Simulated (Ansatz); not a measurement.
Reaction (formal exchange of groups at a B–Cl bond): `ClB[TeH]` + `[InH3]` → `[InH2][BH][TeH]` + HCl

Calculated with Ansatz (gas phase, PBE0-D4/def2-TZVP geometries, no zero-point term in ΔE). CCSD(T)/CBS is the MP2 limit (def2-TZVPP, def2-QZVPP) plus CCSD(T) − MP2 in def2-TZVPP, frozen cores. This one scheme is used for every species. DFT in def2-TZVPP. def2 core potentials past Kr. For In, Te outer-core shells are correlated without core-valence functions, which leaves a few kJ/mol of doubt a bond.

```csv
level,ΔE (kJ/mol)
PBE-D4,73.7
PBE0-D4,75.1
CCSD/def2-SVP,86.9
SCS-MP2/def2-TZVPP,74.1
```

Question: What does CCSD(T)/CBS give? (An estimate is asked.)

Answer: Ansatz gave: +66.0 kJ/mol. The listed levels differ from it by 7.7, 9.1, 20.9, 8.1 kJ/mol.

Largest T1 diagnostic among the species: 0.016.

Leaving LDA and LC-ωPBE aside and taking each functional with its dispersion term where it has one, the values, not all of them listed here, spread over 14.0 kJ/mol, from PBE-D4 to B97M-V. At CCSD(T), def2-SVP lies +20.5 kJ/mol from the extrapolated value and def2-TZVPP +2.6 kJ/mol. From BLYP to BHLYP (50 % exact exchange), in def2-TZVPP and without D4, ΔE moves by +4.3 kJ/mol.
